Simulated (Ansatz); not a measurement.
Geometry optimisation, Ansatz 0.2.0, RKS PBE/def2-SVP.

Input:

```yaml
crystal:
  periodic: [false, false, false]
  atoms:
    - { symbol: B, position_ang: [1.2442, 0.8612, 1.1278] }
    - { symbol: B, position_ang: [-0.1438, 0.4846, 0.2318] }
    - { symbol: O, position_ang: [-1.42461, -0.25825, 0.03995] }
    - { symbol: Si, position_ang: [-1.79919, 1.31759, -0.37341] }
    - { symbol: F, position_ang: [-2.82103, 2.01514, 0.74084] }
    - { symbol: H, position_ang: [1.7341, 0.1145, 1.7874] }
    - { symbol: H, position_ang: [1.6418, 2.0112, 1.0691] }
    - { symbol: H, position_ang: [-2.32742, 1.182, -1.77337] }
basis:
  gaussian: { orbitals: def2-SVP }
hamiltonian:
  xc: pbe
relax:
  f_tol: 0.015
  max_steps: 40
```

Command:

```bash
$ ansatz run input.yaml --threads 1 --pin off --max-ram 2048MiB --backend cpu --events-out ev --progress --plain --runs-dir out
```

Problem. Where does it end, and by what steps?

Solution. The forces met the threshold. After 21 steps the energy has fallen by 2.366 eV; H6 moved furthest, 1.54 Å. Joined: B1–Si4 (3.42 → 2.04 Å).

```json
{"step": "0", "energy less start (eV)": "0.0000", "largest force component (eV/Å)": "3.693", "accepted": "yes"}
{"step": "1", "energy less start (eV)": "-0.6755", "largest force component (eV/Å)": "2.352", "accepted": "yes"}
{"step": "2", "energy less start (eV)": "-0.9395", "largest force component (eV/Å)": "0.956", "accepted": "yes"}
{"step": "3", "energy less start (eV)": "-1.0877", "largest force component (eV/Å)": "0.973", "accepted": "yes"}
{"step": "4", "energy less start (eV)": "-1.2257", "largest force component (eV/Å)": "0.447", "accepted": "yes"}
{"step": "5", "energy less start (eV)": "-1.3290", "largest force component (eV/Å)": "0.487", "accepted": "yes"}
{"step": "6", "energy less start (eV)": "-1.3948", "largest force component (eV/Å)": "0.271", "accepted": "yes"}
{"step": "7", "energy less start (eV)": "-1.4212", "largest force component (eV/Å)": "0.314", "accepted": "yes"}
{"step": "8", "energy less start (eV)": "-1.3628", "largest force component (eV/Å)": "1.127", "accepted": "no"}
{"step": "9", "energy less start (eV)": "-1.4341", "largest force component (eV/Å)": "0.113", "accepted": "yes"}
{"step": "10", "energy less start (eV)": "-1.4430", "largest force component (eV/Å)": "0.203", "accepted": "yes"}
{"step": "11", "energy less start (eV)": "-1.4510", "largest force component (eV/Å)": "0.340", "accepted": "yes"}
{"step": "12", "energy less start (eV)": "-1.4716", "largest force component (eV/Å)": "0.785", "accepted": "yes"}
{"step": "13", "energy less start (eV)": "-1.5620", "largest force component (eV/Å)": "1.836", "accepted": "yes"}
{"step": "14", "energy less start (eV)": "-1.8417", "largest force component (eV/Å)": "2.002", "accepted": "yes"}
{"step": "15", "energy less start (eV)": "-2.1685", "largest force component (eV/Å)": "2.476", "accepted": "yes"}
{"step": "16", "energy less start (eV)": "-2.2068", "largest force component (eV/Å)": "2.110", "accepted": "yes"}
{"step": "17", "energy less start (eV)": "-2.0479", "largest force component (eV/Å)": "3.921", "accepted": "no"}
{"step": "18", "energy less start (eV)": "-2.3600", "largest force component (eV/Å)": "0.322", "accepted": "yes"}
{"step": "19", "energy less start (eV)": "-2.3645", "largest force component (eV/Å)": "0.106", "accepted": "yes"}
{"step": "20", "energy less start (eV)": "-2.3662", "largest force component (eV/Å)": "0.045", "accepted": "yes"}
{"step": "21", "energy less start (eV)": "-2.3664", "largest force component (eV/Å)": "0.007", "accepted": "yes"}
```

```xyz
8
Properties=species:S:1:pos:R:3
B 0.605 1.061 0.879
B -0.060 -0.303 0.224
O -1.157 -0.514 -0.413
Si -1.248 1.368 0.076
F -2.569 1.439 1.029
H 0.644 1.163 2.092
H 1.498 1.556 0.210
H -1.609 1.957 -1.248
```

The run took 56 s on 1 thread of Arm Neoverse V2, on a shared host, peak memory 0.14 GiB.
